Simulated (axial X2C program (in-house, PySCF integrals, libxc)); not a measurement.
# BeB: cheaper levels and CCSD(T), 2c

Computed with an axial X2C code built on PySCF integrals. Two-component (2c) means X2C with spin–orbit coupling and atomic mean-field two-electron Coulomb and Gaunt terms. Basis: B dyall-v3z [7s6p2d1f], Be dyall-cv3z [8s8p3d1f] (cores contracted in-house); Gaussian nuclei, density fitting, unrestricted open shells. Masses: B 11.009 u, Be 9.012 u.

State: Ω = 1/2 (⟨Sz⟩ = -0.50, ⟨Lz⟩ = 1.00 at HF); fragments B + Be.

```csv
level,Re (Å),ωe (cm⁻¹),De (eV)
PBE0,1.957,617.8,0.967
MP2,1.912,706.9,0.705
CCSD,1.955,607.7,0.603
B97-3,1.953,616.0,0.865
```

Correlated methods: 5 electrons correlated (number of frozen shells: B 1 s; Be 1 s), 155 virtual spin orbitals or spinors in MP2, 90 natural virtuals in coupled cluster.

CCSD(T), same Hamiltonian and basis:

Re = 1.931 Å, ωe = 654.5 cm⁻¹, De = 0.84 eV; T1 = 0.055 (Lee–Taylor normalisation).

Q: Give the differences from CCSD(T) in the columns below.

A: 

```tsv
level	ΔRe (Å)	Δωe (cm⁻¹)	ΔDe (eV)
PBE0	0.026	-37	0.13
MP2	-0.019	52	-0.14
CCSD	0.024	-47	-0.24
B97-3	0.022	-38	0.02
```

The state is a single determinant with fixed occupations, the lowest that a limited PBE0 search found. De is counted from the lowest determinant-based energies of the atoms at the same level, without counterpoise correction. Density functionals use the spin component along the axis (collinear). CCSD and (T) use frozen natural virtuals with an MP2 correction for the truncation; (T) itself is uncorrected, so its De runs slightly low. The 2c atoms are single determinants rather than J levels; their spin–orbit lowering is only partly caught, and De is too large by that part. This holds for PBE0, B97-3. Other states lie close and PBE0, whose exact exchange favours high spin, may order them wrongly; the determinant shown need not be the ground state. The nearest other 2c determinant of the search, Ω = 3/2, lies 0.00 eV up at the distance of the search. Without a current term, density functionals place determinants with orbital angular momentum somewhat too high. The atomic limit has a lower orbital projection than the molecule and lies lower at mean-field level, so De may be about a tenth of an eV too small. Some points did not converge and are left out. The T1 diagnostic is large, a sign of multireference character.
